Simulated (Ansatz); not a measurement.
Molecule: AuCl, net charge 0, singlet state. 
Structure (B3LYP-D3(BJ)/def2-TZVP (Ansatz, a program for electronic structure) minimum search):
```
Au
Cl 1 2.2539
```
Charge 0, spin multiplicity 1.

Basis-set convergence of Hartree-Fock and MP2 correlation energies (hartree) with Ansatz. Cores are frozen in the correlated levels unless marked. Spin-orbit coupling is left out. Frozen are the shells of the preceding noble gas and the d and f shells that filled before the atom's block. Past Kr the def2 sets carry scalar-relativistic core potentials.

```json
[
 {"basis": "def2-SVP", "functions": "50", "E(HF)": "-594.16062", "E(corr, MP2)": "-0.39178"},
 {"basis": "def2-TZVPP", "functions": "98", "E(HF)": "-594.32728", "E(corr, MP2)": "-0.56987"},
 {"basis": "def2-QZVPP", "functions": "158", "E(HF)": "-594.34155", "E(corr, MP2)": "-0.61660"}
]
```

Extrapolating the two largest sets (X = 3 and 4) as X^-3: E(corr) = (64·(-0.61660) - 27·(-0.56987))/37 = -0.6507 Eh, an estimate of the basis-set limit. The largest set recovers 94.8 % of it, the smallest 60.2 %.
